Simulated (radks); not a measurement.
The numbers below are computed, except where a source is named.
Question: Successive ionisation energies (eV) of one element, from differences of total energies of ions in their ground configurations, starting at charge 0: 9.420, 20.547, 33.083, 46.780, 61.455, 76.981, 93.265, 112.84, 130.77, 149.27, 168.32, 247.24, 269.63, 292.38, 315.45, 362.23, 387.43, 460.60, 503.29, 518.51, 546.27, 613.24. Code: a radial shooting solver on a logarithmic mesh with Libxc functionals. Model: Dirac Kohn-Sham, PBE, spin-unpolarised, spherical densities, finite nucleus; open shells fill j = l - 1/2 first; Fermi nuclear charge, rms radius 5.4371 fm. Which element is it?

Answer: Gold (Z = 79). The first species listed is Au in [Xe] 4f14 5d10 6s1, the last Au21+ in [Kr] 4d10 4f12.
